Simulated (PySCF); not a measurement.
Vertical excitations of a molecule FH6NOSi2 from TDA-PBE/def2-SVPD (PySCF), as energy in eV (oscillator strength): 6.40 (0.040), 6.71 (0.070), 6.93 (0.017), 7.13 (0.052), 7.31 (0.003), 7.36 (0.056), 7.47 (0.004), 7.53 (0.003), 7.65 (0.016), 7.69 (0.016). Lowest triplet (TDA): 6.03 eV. The structure is a stationary point at B3LYP-D3(BJ)/def2-SVP. One conformer was computed; it need not be the lowest.

Task: Which molecule gave these data?
A) N[Si@@H](O)[SiH2]F
B) N[SiH2][Si@@H](O)F
C) O[SiH2]N[SiH2]F
D) N[Si@@](O)(F)[SiH3]

Result: C, O[SiH2]N[SiH2]F
